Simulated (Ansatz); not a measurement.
Cost and result for the atomization energy of H$_{2}$OSiZn (5 atoms, 4 bonds).

```xyz
5

O    -1.4308   -0.8314   -0.3643
Si   -0.4094    0.2522   -0.0268
Zn    1.8248   -1.3661    0.0813
H    -0.1865    0.7843    1.3475
H     0.2019    1.1611   -1.0377
```

Total charge 0; spin multiplicity 1. For Zn the d shell is correlated and the shells below it are frozen. Scalar relativity is left out up to krypton. The bonds changed during the relaxation, so this is another structure than the one it started from. Geometry: relaxed with PBE0-D4/def2-TZVP. Program: Ansatz. All runs use 2 threads of an INTEL XEON PLATINUM 8581C on a shared host. Times are those of one run each, without the atoms' runs, and a repeat can differ threefold. Electronic energies, without spin–orbit coupling; frozen cores. CCSD(T)/CBS adds CCSD(T) − MP2 in def2-TZVPP to the MP2 limit, and its time is that of the two runs behind it. T1 = 0.020; the RHF reference is unstable towards UHF. With those shells the extrapolation isn't a true limit. B3LYP takes the VWN-RPA correlation (the form of Gaussian; ORCA's B3LYP/G). HSE06 is the plane-wave form, built on full-range PBE exchange.

CCSD(T)/CBS is a level of theory with its own doubt, some kJ/mol a heavy atom from the limit and from the frozen cores, so smaller differences don't rank the functionals.

```tsv
level	functions	wall time	atomization (kJ/mol)	difference from CCSD(T)/CBS	per bond
LDA (SPW92)/def2-TZVPP	165	0.65 s	1496.9	206.5	51.6
CCSD(T)/def2-SVP	73	0.9 s	1142.5	-147.9	-37.0
revPBE-D4/def2-TZVPP	165	1 s	1287.3	-3.1	-0.8
BLYP-D4/def2-TZVPP	165	1.1 s	1311.2	20.8	5.2
PBE0-D4/def2-TZVPP	165	1.4 s	1264.2	-26.2	-6.6
HSE06-D4/def2-TZVPP	165	1.6 s	1266.0	-24.4	-6.1
B3LYP-D4/def2-TZVPP (with forces)	165	2.1 s	1288.8	-1.6	-0.4
B2PLYP/def2-TZVPP	165	2.6 s	1271.5	-18.9	-4.7
PBE-QIDH/def2-TZVPP	165	2.7 s	1252.8	-37.6	-9.4
ωB97M-V/def2-TZVPP (with forces)	165	4.5 s	1284.5	-5.9	-1.5
CCSD(T)/def2-TZVPP	165	10 s	1239.5	-50.9	-12.7
MP2/def2-QZVPP	287	10 s	1313.2	22.8	5.7
CCSD(T)/CBS(def2)	–	20 s	1290.4	0.0	0.0
```

From PBE to PBE0 (25 % exact exchange), in def2-TZVPP and without D4, the atomization energy moves by −51.5 kJ/mol: exact exchange takes away binding that semilocal exchange gives to molecules. The D4 term adds +20.5 kJ/mol with B3LYP and +10.5 kJ/mol with PBE0; it sums over pairs of atoms, weighted by their polarisabilities, and B3LYP, whose exchange is more repulsive, gets the larger term. At CCSD(T), def2-SVP lies −148.0 kJ/mol from the extrapolated value and def2-TZVPP −50.9 kJ/mol: correlation converges slowly with the basis, and small sets miss more of it in the bonded molecule than in its fragments.
